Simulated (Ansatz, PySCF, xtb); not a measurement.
Breaking a bond: SH (cation, charge +1), lowest singlet found (which spin is the ground state isn't settled by this scan).

Computed with: RKS-B3LYP/6-31G* = restricted B3LYP/6-31G*, spherical d in PySCF; GFN1-xTB (xtb); RHF/3-21G = restricted Hartree-Fock/3-21G (PySCF 2.14.0); FCI = full CI/cc-pVTZ, frozen core (Ansatz, a program for electronic structure).

Energies relative to the lowest point of each curve between 1.12 and 1.63 Å, where full CI is lowest, in kcal/mol; the last columns give the difference from FCI:

```csv
R / Å,RKS-B3LYP/6-31G*,GFN1-xTB,RHF/3-21G,FCI,RKS-B3LYP/6-31G* − FCI,GFN1-xTB − FCI,RHF/3-21G − FCI
0.98,92.8,87.5,90.1,87.0,5.8,0.6,3.2
1.06,49.4,43.4,47.4,46.1,3.4,-2.7,1.3
1.12,28.4,23.7,27.0,26.3,2.1,-2.6,0.6
1.18,14.6,11.6,13.7,13.4,1.2,-1.8,0.3
1.23,7.2,5.5,6.7,6.5,0.7,-1.1,0.2
1.28,2.8,1.9,2.5,2.4,0.4,-0.5,0.1
1.33,0.5,0.3,0.5,0.4,0.1,-0.1,0.1
1.37,0.0,0.0,0.0,0.0,0.0,0.0,0.0
1.42,0.6,0.6,0.6,0.7,-0.1,-0.1,-0.1
1.47,2.3,2.1,2.1,2.4,-0.2,-0.4,-0.4
1.55,6.5,5.7,5.9,6.7,-0.3,-1.1,-0.9
1.63,11.9,10.4,10.8,12.3,-0.4,-1.8,-1.5
1.73,19.5,17.4,17.7,20.1,-0.6,-2.7,-2.4
1.82,26.7,24.1,24.4,27.4,-0.8,-3.3,-3.0
1.98,39.1,35.6,36.6,40.3,-1.2,-4.7,-3.6
2.19,53.9,48.5,52.3,55.4,-1.5,-6.9,-3.1
2.40,66.4,59.0,66.7,67.8,-1.5,-8.9,-1.2
2.68,79.5,69.4,83.0,80.1,-0.6,-10.8,2.8
2.97,89.5,76.4,96.2,88.3,1.2,-11.9,7.9
3.38,98.5,81.7,109.2,94.0,4.5,-12.3,15.2
3.91,104.2,—,118.9,96.3,7.9,—,22.5
```

RKS-B3LYP/6-31G* is furthest from FCI at 3.91 (7.9 kcal/mol, above); its mean absolute difference over the points is 1.6 kcal/mol.

GFN1-xTB is furthest from FCI at 3.38 (-12.3 kcal/mol, below); its mean absolute difference over the points is 3.7 kcal/mol.

RHF/3-21G is furthest from FCI at 3.91 (22.5 kcal/mol, above); its mean absolute difference over the points is 3.4 kcal/mol.

Dashes: no converged value, or the column stops at the first point that the program doubted or that broke a chosen test of continuity, which isn't proof of a fault.

The scan ran from 0.98 to 4.60 Å; beyond the distances shown full CI changes its symmetry label. The restricted form behind RKS-B3LYP/6-31G*, RHF/3-21G keeps the bonding electrons paired and can't separate into open-shell fragments. Also computed but left out beside FCI, since their determinant holds another spin at the minimum (<S²> over 0.7 above the pure value): UHF, UMP2, UCCSD, UCCSD(T), UKS-PBE, UKS-B3LYP, UKS-B3LYP/6-31G*, UHF/3-21G, UHF/LANL2DZ, UKS-LDA (SVWN5)/6-31G*.
